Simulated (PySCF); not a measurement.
Mo(NH)2(Cl)(NH2) (ClH4MoN3), SMILES [NH]=[Mo](=[NH])([NH2])[Cl], multiplicity 1.

Geometry optimised at r2SCAN-D4/def2-SVP. The multiplicity is an assumed one; other spin states were not compared. The def2 effective core potentials stand for the cores of Mo; spin–orbit coupling is left out. Other conformers were not sampled.

Calculation: TDA-B3LYP/def2-SVPD (PySCF).

Vertical excitations. Gas-phase values at a fixed geometry. State labels are in the subgroup Cs.

Computed UV-visible absorptions:
```json
[
 {"state": "S1", "symmetry": "A\"", "energy (eV)": "4.34", "λ (nm)": "286", "f": "0.002", "main pairs": "HOMO−1→LUMO 64 %, HOMO→LUMO+1 34 %"},
 {"state": "S2", "symmetry": "A'", "energy (eV)": "4.35", "λ (nm)": "285", "f": "0.012", "main pairs": "HOMO→LUMO 43 %, HOMO−1→LUMO+1 36 %"},
 {"state": "S3", "symmetry": "A'", "energy (eV)": "4.53", "λ (nm)": "274", "f": "0.023", "main pairs": "HOMO−1→LUMO+1 54 %, HOMO→LUMO 31 %"},
 {"state": "S4", "symmetry": "A\"", "energy (eV)": "4.64", "λ (nm)": "267", "f": "0.007", "main pairs": "HOMO→LUMO+1 46 %, HOMO−1→LUMO 24 %, HOMO−2→LUMO+1 14 %, HOMO−1→LUMO+2 12 %"},
 {"state": "S5", "symmetry": "A'", "energy (eV)": "4.96", "λ (nm)": "250", "f": "0.000", "main pairs": "HOMO→LUMO+2 53 %, HOMO−2→LUMO 43 %"},
 {"state": "S6", "symmetry": "A\"", "energy (eV)": "5.09", "λ (nm)": "244", "f": "0.000", "main pairs": "HOMO−3→LUMO 72 %, HOMO−1→LUMO+2 23 %"},
 {"state": "S7", "symmetry": "A\"", "energy (eV)": "5.18", "λ (nm)": "239", "f": "0.000", "main pairs": "HOMO−2→LUMO+1 67 %, HOMO−1→LUMO+2 24 %"},
 {"state": "S8", "symmetry": "A\"", "energy (eV)": "5.28", "λ (nm)": "235", "f": "0.010", "main pairs": "HOMO−4→LUMO+1 34 %, HOMO−1→LUMO+2 20 %, HOMO−1→LUMO+3 11 %, HOMO−3→LUMO 11 %"},
 {"state": "S9", "symmetry": "A'", "energy (eV)": "5.29", "λ (nm)": "235", "f": "0.013", "main pairs": "HOMO→LUMO+2 29 %, HOMO−3→LUMO+1 28 %, HOMO−2→LUMO 20 %, HOMO−4→LUMO 16 %"},
 {"state": "S10", "symmetry": "A'", "energy (eV)": "5.49", "λ (nm)": "226", "f": "0.016", "main pairs": "HOMO→LUMO+3 57 %, HOMO−3→LUMO+1 28 %"},
 {"state": "T1", "symmetry": "A'", "energy (eV)": "3.69", "λ (nm)": "336", "f": "0", "main pairs": "HOMO→LUMO 91 %"},
 {"state": "T2", "symmetry": "A\"", "energy (eV)": "3.77", "λ (nm)": "329", "f": "0", "main pairs": "HOMO→LUMO+1 48 %, HOMO−1→LUMO 26 %"},
 {"state": "T3", "symmetry": "A\"", "energy (eV)": "3.97", "λ (nm)": "313", "f": "0", "main pairs": "HOMO−1→LUMO 57 %, HOMO→LUMO+1 30 %"},
 {"state": "T4", "symmetry": "A'", "energy (eV)": "3.99", "λ (nm)": "311", "f": "0", "main pairs": "HOMO−1→LUMO+1 75 %"}
]
```
Triplets are in the Tamm–Dancoff approximation.
